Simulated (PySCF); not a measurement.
Nd⁵⁸⁺: ionisation energy

Nd⁵⁸⁺ 1s2 (1S) → Nd⁵⁹⁺ 1s1 (2S), as a difference of total energies. All numbers are calculated (PySCF 2.14, scalar relativity by spin-free X2C-1e, in an uncontracted even-tempered set (17 s from 140 bohr⁻², ratio 2.2; 7 p from 210 bohr⁻², ratio 2.4; 4 d from 640 bohr⁻², ratio 2.4; 3 f from 960 bohr⁻², ratio 2.4; 3 g from 1400 bohr⁻², ratio 2.4)). Correlated levels: nothing frozen; virtual orbitals above 40 to 60 times the deepest correlated orbital energy dropped. The calculations carry no spin-orbit coupling.

| method | ionisation energy (eV) |
| --- | --- |
| UHF | 50438.5 |
| LDA | 50368.7 |
| PBE | 50437.0 |
| PBE0 | 50437.6 |
| r2SCAN | 50444.0 |
| PBEsol | 50411.2 |
| TPSS | 50443.9 |
| MP2 (all electrons) | 50440.2 |
| SCS-MP2 (all electrons) | 50440.5 |

For this ion Breit and QED terms and the two-electron picture change, all absent here, outweigh the differences among the correlated methods.

For comparison: 50339.59 ± 0.06 eV (theoretical estimate listed by NIST; NIST Atomic Spectra Database, ionization energies).
